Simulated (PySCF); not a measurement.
Ge(H)3(NMe2) (C2H9GeN), SMILES C[N](C)[GeH3].

Geometry optimised at TPSSh-D3(BJ)/def2-SVP.

Level of theory: PBE/def2-TZVP (PySCF).

The molecule is in vacuum.

Q: Estimate the frontier levels, gap, dipole moment and polarisability. (Estimate from the structure and the level; the computed values follow.)

A: 
* **highest occupied level**: -4.85 eV
* **lowest empty level**: -0.23 eV
* **orbital gap**: 4.62 eV
* **dipole moment**: 0.45 D
* **quadrupole, principal values (traceless, Buckingham form, about the centre of nuclear charge)**: -2.83, 1.20, 1.64 D·Å
* **mean static polarisability**: 68.2 bohr³ (10.11 Å³)
* **polarisability, principal values**: 60.2, 67.5, 77.0 bohr³
